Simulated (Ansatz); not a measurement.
Consider the formal exchange of groups at a C–O bond: `F[SiH]([SiH3])OC=S` + `CCS` → `S=CCCS` + `O[SiH](F)[SiH3]`.

Calculated with Ansatz (gas phase, PBE0-D4/def2-TZVP geometries, no zero-point term in ΔE). CCSD(T)/CBS is the MP2 limit (def2-TZVPP, def2-QZVPP) plus CCSD(T) − MP2 in def2-TZVPP, frozen cores. Functionals use def2-TZVPP. One conformer a species, not always the lowest.

`F[SiH]([SiH3])OC=S`:

Cartesian coordinates in Å:
```
F 1.215 -1.471 1.285
Si -0.034 -1.126 0.354
Si -1.063 0.820 1.164
O 0.531 -0.932 -1.205
C 1.149 0.142 -1.697
S 1.702 0.260 -3.198
H -0.895 -2.323 0.272
H -0.081 1.933 1.239
H -1.604 0.541 2.519
H -2.171 1.194 0.247
H 1.252 0.964 -0.980
```

`CCS`:

```xyz
9

C    -0.102    0.881   -0.376
C     0.437   -0.260    0.461
S     0.056   -1.906   -0.197
H     0.265    0.821   -1.402
H     0.202    1.844    0.046
H    -1.194    0.861   -0.409
H     1.529   -0.235    0.493
H     0.088   -0.199    1.493
H    -1.280   -1.806   -0.109
```

`S=CCCS`:

Cartesian coordinates in Å:
```
S -1.900 -1.811 1.022
C -0.856 -0.590 0.973
C -0.743 0.416 -0.116
C 0.570 0.299 -0.893
S 2.077 0.619 0.060
H -0.139 -0.462 1.788
H -0.792 1.417 0.329
H -1.579 0.298 -0.809
H 0.582 1.050 -1.685
H 0.647 -0.678 -1.373
H 2.132 -0.558 0.703
```

`O[SiH](F)[SiH3]`:

Z-matrix (Å, degrees):
```
Si
F 1 1.603
Si 1 2.339 2 109.3
O 1 1.636 2 110.2 3 117.2
H 1 1.488 2 105.0 3 -123.8
H 3 1.487 1 109.5 2 -177.0
H 3 1.486 1 110.3 2 62.6
H 3 1.487 1 109.6 2 -57.8
H 4 0.959 1 118.9 2 71.5
```

| level | ΔE (kJ/mol) |
| --- | --- |
| PBE0 | -7.3 |
| HF/def2-TZVPP | -12.6 |

Problem. What does CCSD(T)/CBS give? (An estimate is asked.)

Solution. Ansatz gave: -19.6 kJ/mol. The listed levels differ from it by 12.3, 7.0 kJ/mol.

Largest T1 diagnostic among the species: 0.016.

From PBE to PBE0 (25 % exact exchange), in def2-TZVPP and without D4, ΔE moves by −6.9 kJ/mol. In def2-TZVPP, CCSD(T) changes the Hartree–Fock value by −4.4 kJ/mol (the triples alone add +1.7 kJ/mol) and MP2 by −7.3 kJ/mol.
